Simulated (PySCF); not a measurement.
# Electronic absorption of C3H7PSi

Compound: C₃H₇PSi.
InChI=1S/C3H7PSi/c1-5-4-2-3-4/h2-3H,5H2,1H3

Computed, not measured: TDDFT B3LYP/def2-SVPD, vertical, gas phase, core orbitals frozen in the response (PySCF 2.14.0, density-fitted response routines). One conformer (not necessarily the lowest) at the GFN2-xTB geometry, without solvent, vibrations or thermal averaging. Torsions of this conformer, `[CH3:1][SiH2:2][P:3]1[CH:4]=[CH:5]1`: C1–Si2–P3–C4 159°.

```csv
state,E (eV),E (kJ/mol),λ (nm),f,|μ| (D),symmetry,"main configurations (H = HOMO, L = LUMO)"
S1,4.26,411,291.3,0.0034,0.46,A″,"H→L (77%), H→L+1 (21%)"
S2,4.35,419,285.2,0.0001,0.05,–,"H→L+1 (78%), H→L (21%)"
S3,5.14,496,241.2,0.019,0.98,A′,"H→L+2 (88%), H-1→L (9%)"
S4,5.66,546,218.9,0.0095,0.67,A′,"H-1→L (83%), H→L+2 (8%)"
S5,5.87,566,211.2,0.034,1.24,A′,H→L+3 (96%)
S6,6.19,597,200.3,0.176,2.73,A′,H→L+4 (91%)
S7,6.46,624,191.8,0.0020,0.29,A″,"H-2→L (84%), H-4→L (11%)"
S8,6.49,626,191.2,0.029,1.08,A′,"H→L+5 (64%), H-1→L+1 (25%)"
```

Triplets (Tamm–Dancoff): T1 3.36 eV, H→L (93%); T2 3.81 eV, H→L+1 (97%); T3 4.53 eV, H→L+2 (89%).

The lowest singlet comes at 291 nm (411 kJ/mol) in the ultraviolet; it is very weak; its leading configuration is HOMO→LUMO (77%). The most intense listed level is S6 at 6.19 eV (200 nm, f = 0.176), 1.93 eV above S1. Löwdin shares by element: HOMO phosphorus 46%, carbon 29% or more, silicon 16%; LUMO carbon 72% or more, phosphorus 9%, hydrogen 6% or more. Of the 8 states listed, 4 reach f = 0.01 and 1 stays under 0.0005. The oscillator strengths of these states sum to 0.272; summed over the whole spectrum of an exact calculation they would give the number of electrons, 54 (Thomas–Reiche–Kuhn). Weighted by f, the mean energy of these states is 6.07 eV. Symmetry labels in Cs follow from the direction of the transition dipole and are given only for states with f of 0.002 or more. Singlets were solved by full linear response, triplets in the Tamm–Dancoff approximation.
